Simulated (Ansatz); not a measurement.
`[ZnH][S][GaH2]` + `[SiH3]Cl` → `Cl[SiH2][ZnH]` + `[SH][GaH2]`  (formal exchange of groups at a Zn–S bond)

Calculated with Ansatz (gas phase, PBE0-D4/def2-TZVP geometries, no zero-point term in ΔE). CBS: MP2 limit from def2 TZ/QZ plus the TZ coupled-cluster correction, frozen cores. This one scheme is used for every species. Functionals use def2-TZVPP. HSE06 is defined as in plane-wave codes. For Ga, Zn outer-core shells are correlated without core-valence functions, which leaves a few kJ/mol of doubt a bond. Scalar relativity is left out up to krypton.

`[ZnH][S][GaH2]`:

```xyz
6

Zn   -1.819    0.128    0.352
S    -0.652   -0.414   -1.396
Ga    1.282   -0.135   -0.397
H    -2.662    0.507    1.572
H     1.284    0.319    1.107
H     2.567   -0.405   -1.239
```

`[SiH3]Cl`:

```xyz
5

Si    0.022   -0.105   -0.071
Cl   -0.329    1.568    1.067
H     0.645    0.317   -1.347
H    -1.271   -0.780   -0.326
H     0.933   -1.000    0.677
```

`Cl[SiH2][ZnH]`:

Cartesian coordinates in Å:
```
Cl 0.693 0.448 2.170
Si 0.651 -0.295 0.225
Zn -1.350 0.469 -0.825
H 1.905 0.172 -0.427
H 0.760 -1.776 0.342
H -2.658 0.982 -1.485
```

`[SH][GaH2]`:

Z-matrix (Å, degrees):
```
Ga
S 1 2.199
H 1 1.559 2 115.2
H 1 1.560 2 118.1 3 -180.0
H 2 1.343 1 95.0 3 180.0
```

(1) Is it downhill or uphill in electronic energy at CCSD(T)/CBS, and by how much? (Best estimate.)

(2) What do these levels give: revPBE-D4, B97M-V, HSE06-D4, revPBE, r2SCANh, HF/def2-SVP, HF/def2-TZVPP, MP2/def2-TZVPP, CCSD/def2-TZVPP, CCSD(T)/def2-TZVPP, HF/def2-QZVPP, HF/CBS(def2)? (Estimate.)

Largest T1 diagnostic among the species: 0.015.

Results:

(1) The calculation gave: Uphill: ΔE = +95.3 kJ/mol.

(2) The calculation gave: revPBE-D4 75.2, B97M-V 84.6, HSE06-D4 82.4, revPBE 73.1, r2SCANh 90.0, HF/def2-SVP 97.1, HF/def2-TZVPP 99.2, MP2/def2-TZVPP 100.1, CCSD/def2-TZVPP 90.6, CCSD(T)/def2-TZVPP 91.4, HF/def2-QZVPP 100.9, HF/CBS(def2) 101.1 kJ/mol.

From BLYP to BHLYP (50 % exact exchange), in def2-TZVPP and without D4, ΔE moves by +13.6 kJ/mol. At CCSD(T), def2-SVP lies −4.1 kJ/mol from the extrapolated value and def2-TZVPP −3.8 kJ/mol. Leaving LDA and LC-ωPBE aside and taking each functional with its dispersion term where it has one, the values, not all of them listed here, spread over 17.6 kJ/mol, from revPBE-D4 to PBE-QIDH. LDA lies +3.8 kJ/mol from PBE without D4.
